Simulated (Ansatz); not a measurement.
One change: `BS[CH2][GeH3]` becomes `BSCB[SiH3]`.

Ansatz, PBE0-D4/def2-TZVP geometries, multiplicity 1. Each molecule was computed in one conformer, which needn't be the lowest.

Scalar relativity is left out up to krypton.

```tsv
property	`BS[CH2][GeH3]`
HOMO energy (PBE0/def2-TZVPP) / eV	-7.55
LUMO energy (ωB97M-V/def2-TZVPP) / eV	0.73
HOMO–LUMO gap (PBE0/def2-TZVPP) / eV	6.36
LUMO energy (B3LYP/def2-TZVPP) / eV	-1.38
HOMO–LUMO gap (ωB97M-V/def2-TZVPP) / eV	10.40
LUMO energy (PBE/def2-TZVPP) / eV	-2.12
```

Task: What does the change do to each property? (Estimate.)

Result: Ansatz gave: 
```csv
property,`BSCB[SiH3]`,shift
HOMO energy (PBE0/def2-TZVPP) / eV,-7.81,-0.26
LUMO energy (ωB97M-V/def2-TZVPP) / eV,-0.29,-1.02
HOMO–LUMO gap (PBE0/def2-TZVPP) / eV,5.55,-0.81
LUMO energy (B3LYP/def2-TZVPP) / eV,-2.45,-1.07
HOMO–LUMO gap (ωB97M-V/def2-TZVPP) / eV,9.69,-0.71
LUMO energy (PBE/def2-TZVPP) / eV,-3.26,-1.14
```

With PBE0 the HOMO falls by 0.26 eV and the LUMO falls by 1.07 eV, so the gap narrows by about 0.81 eV. PBE moves the HOMO by -0.22 eV and ωB97M-V by -0.32 eV.

B3LYP here is the variant with VWN-RPA as its local correlation; programs differ in this.
